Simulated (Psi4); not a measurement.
dimethyl selenide (C₂H₆Se), singlet, geometry from GFN2-xTB. Base run: CAM-B3LYP/3-21G in Psi4.

Geometry (Å):
```xyz
9

C      1.4275    -0.3525     0.8041
Se     0.0186     0.1777    -0.4395
C     -1.4917    -0.2625     0.7171
H      1.3205    -1.4094     1.0367
H      2.3815    -0.1731     0.3170
H      1.3516     0.2475     1.7079
H     -1.4641    -1.3235     0.9537
H     -2.4023    -0.0256     0.1745
H     -1.4330     0.3334     1.6249
```
Charge 0, spin multiplicity 1.
All else is at Psi4's defaults (density fitting; Cartesian or spherical functions as each basis is defined).

The base run was repeated with changes; each row names its change, and settings that it needs were set with it.

```tsv
change	basis functions	E (Eh)	dipole (D)	core-seconds (rough)
base	53	-2469.64037	1.41	8
basis = 6-31G	59	-2480.93474	1.79	9
basis = def2-SV(P)	72	-2481.07078	1.40	10
basis = cc-pVDZ	85	-2481.28966	1.43	20
basis = def2-SVP	90	-2481.08475	1.42	10
basis = 6-31G**	95	-2481.03748	1.72	10
basis = 6-311G**	116	-2481.42889	1.56	20
basis = aug-cc-pVDZ	136	-2481.29952	1.59	30
basis = def2-TZVPD	185	-2481.47603	1.56	30
basis = pcseg-2	187	-2481.52537	1.57	30
basis = cc-pVTZ	187	-2481.51976	1.54	40
basis = def2-TZVPP	194	-2481.47755	1.54	30
basis = aug-cc-pVTZ	289	-2481.52089	1.56	100
```

Totals compare only among sets that treat the same electrons; sets with core potentials leave the core out.
